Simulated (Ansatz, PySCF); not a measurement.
C$_{2}$H$_{5}$BrTe (SMILES CC[Te]Br), singlet, geometry from GFN2-xTB (all electrons, no relativity), with bond 7-4 at 1.4 times its length. Base run: CASSCF(2,2)/STO-3G (PySCF).

The PySCF input:
```python
from pyscf import gto, scf, mcscf
import numpy

mol = gto.Mole()
mol.atom = '''
    Te   -0.39858607   -0.16874700    0.85607290
    Br    1.20680796    0.96942517   -0.64764448
    C    -0.89124471   -1.71230547   -0.58807355
    C    -1.56970472   -1.18106096   -1.83108643
    H    -1.54433959   -2.38697455   -0.04080707
    H     0.01990805   -2.24953445   -0.84156272
    H    -0.65444941   -0.21995355   -2.58117220
    H    -2.49247338   -0.65901485   -1.58282732
    H    -1.81325065   -2.00475884   -2.50121505
'''
mol.basis = 'sto-3g'
mol.verbose = 3
mol.build()

mf = scf.RHF(mol)
mf.kernel()
mc = mcscf.CASSCF(mf, 2, 2)
mc.fix_spin_(ss=0.0)
mc.kernel()
occ = numpy.linalg.eigvalsh(mc.fcisolver.make_rdm1(mc.ci, mc.ncas, mc.nelecas))[::-1]
ss = mc.fcisolver.spin_square(mc.ci, mc.ncas, mc.nelecas)[0]
print('natural occupations', occ.round(4), ' <S^2>', round(ss, 4))
```

Programs used: Ansatz (a program for electronic structure), PySCF; a row that names a program was run with it.

Each row names what was changed in the base input (with any setting that the change needs).

```
change                                            ΔE vs base (kcal/mol)                      natural occupations  <S^2> of the state
------------------------------------------------  ---------------------  ---------------------------------------  ------------------
base                                                              0.000                                1.99 0.01                0.00
orbitals = fixed (CASCI)                                          0.153                                1.99 0.01                0.00
active space = 4 electrons, 3 orbitals                            -8.62                           2.00 1.96 0.04                0.00
active space = 6 electrons, 7 orbitals                           -31.86       1.98 1.96 1.96 0.04 0.04 0.02 0.00                0.00
fix_spin_ = off                                                   0.000                                1.99 0.01                0.00
active space = 8 electrons, 7 orbitals                           -46.38       2.00 1.96 1.96 1.92 0.08 0.05 0.04                0.00
orbitals = fixed (CASCI); correction = SC-NEVPT2                  -90.2                                1.99 0.01                0.00
code = ansatz                                                    -24.21                                        -                   -
solver = newton                                                  -10.26                                1.96 0.04                0.00
start = MP2 natural orbitals                                     -24.22                                1.92 0.08                0.00
active space = 10 electrons, 8 orbitals                          -47.18  2.00 2.00 1.96 1.96 1.92 0.08 0.05 0.04                0.00
```

Active orbitals are taken around the Fermi level unless the row says otherwise; CASSCF can end in different local minima, and two programs can end on different orbitals. State-averaged rows give the lowest state.
